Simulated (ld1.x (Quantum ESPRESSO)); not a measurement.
## gallium: one change to a TM potential, before and after

```json
{"Element": "gallium (Ga)", "Generator": "ld1.x (Quantum ESPRESSO) 7.5", "Type": "norm-conserving Troullier–Martins (Kleinman–Bylander form)", "Functional": "PBEsol", "Relativity": "scalar-relativistic", "Frozen core": "[Ne]", "Valence charge": "21", "Reference configuration": "3s2 3p6 3d10 4s0 4p0 (charge +3)", "Partial waves": "3s (bound): rc 0.70 bohr; 3d (bound): rc 0.65 bohr; 3p (bound): rc 1.05 bohr", "Local potential": "the p channel", "Core correction": "none"}
```

Change: all radii scaled by about 1.23 (s 0.86, p 1.28, d 0.80 bohr).

Cutoffs: the cutoffs (Ry, on a coarse ladder) from which the occupation-weighted sum of valence levels, in a spherical-Bessel basis at the reference potential, stays within 10 and 1 mRy of its value at 400 Ry; they do not see the model core or the augmentation charge, which bear on the density cutoff. Errors are all-electron minus pseudo energies relative to the spin-unpolarised reference configuration.

Predict the effect on cutoff, ghosts and configuration errors.

Of the 7 tests that both files solve, the error grows in 1 and shrinks in 6 by more than 15 % and 0.3 meV (median size 394.9 → 205.1 meV); neither file shows a bound ghost.

```csv
quantity,base,changed
"cutoff, loose",over 300 Ry,over 300 Ry
"cutoff, tight",over 300 Ry,over 300 Ry
loose cutoff by channel (10 mRy a level),"s 260 Ry, d over 300 Ry, p 100 Ry","s 180 Ry, d 300 Ry, p 90 Ry"
bound ghosts,none,none
"error for 3s2 3p6 3d10 4s2 4p1, meV [ΔE -57.94 eV]",+400,+205
"error for 3s2 3p6 3d10 4s2 4p0, meV [ΔE -52.26 eV]",+419,+305
"error for 3s2 3p6 3d10 4s1 4p0, meV [ΔE -31.12 eV]",+257,+195
"error for 3s2 3p6 3d10 4s1 4p1, meV [ΔE -44.85 eV]",+275,+69
"error for 3s2 3p6 3d10 4s0 4p3, meV [ΔE -44.55 eV]",+133,-227
"error for 3s2 3p5 3d10 4s2 4p1, meV [ΔE 50.10 eV]",+631,+354
"error for 3s2 3p6 3d10 4s2 4p1.3, meV [ΔE -58.47 eV]",+395,+191
```
